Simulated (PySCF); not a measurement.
# Arsenic: a sound run and one with changed settings

Sound run: As [Ar] 3d10 4s2 4p3, As⁺ [Ar] 3d10 4s2 4p2. Computed with PySCF 2.14 in aug-cc-pVDZ-PP with ECP10MDF (5s4p3d, 32 functions), with a scalar-relativistic core potential. In the sound run the correlated levels freeze 3s2 3p6 3d10 outside the core potential. The sound run starts from symmetry-adapted Hartree-Fock orbitals and uses a fine grid where one is needed.

Changed run: initial guess atom, at most 50 SCF cycles.

```tsv
species	method	sound run (hartree)	changed run (hartree)	converged
As	UHF	-331.19805	-331.19805	yes
As	PBE	-332.40155	-332.40155	yes
As	CCSD(T)	-331.27098	-331.27098	yes
As⁺	r2SCAN	-331.91983	-331.91983	yes
As⁺	MP2	-330.89442	-330.89442	yes
```

Here the plain start reaches the same solutions.
